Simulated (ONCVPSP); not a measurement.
# Plane-wave convergence, ONCV potential for iodine (I)

```
Element                 : iodine (I)
Generator               : ONCVPSP 4.0.1
Type                    : optimised norm-conserving Vanderbilt (ONCV)
Functional              : PBE
Relativity              : scalar-relativistic
Frozen core             : [Kr] 4d10
Valence charge          : 7
Reference configuration : 5s2 5p4.5 (charge +0.5)
Partial waves           : 5s: rc 1.35 bohr, ncon 3, nbas 6, qcut 4.4 1/bohr, local; 5p: rc 1.95 bohr, ncon 4, nbas 8, qcut 4 1/bohr, 2 projectors, debl 0.6 Ha
Local potential         : the s channel
Core correction         : Teter function, fcfact 4, rcfact 1.25
```

For each optimised wave give the share of its norm inside rc, the residual kinetic energy above qcut (Ha) and the cutoffs (Ha) for errors of 10, 1, 0.1 and 0.01 mHa per electron.

```tsv
wave	norm inside rc	residual KE	10 mHa	1 mHa	0.1 mHa	0.01 mHa
5s	0.160	2.1e-02	25.1	58.2	81.0	not reached
5p	0.331	1.2e-03	4.6	8.4	31.5	51.5
p projector 2	0.111	8.1e-04	2.7	7.7	41.2	70.1
```

The occupied waves need 58 Ha and 81 Ha for 1 and 0.1 mHa.
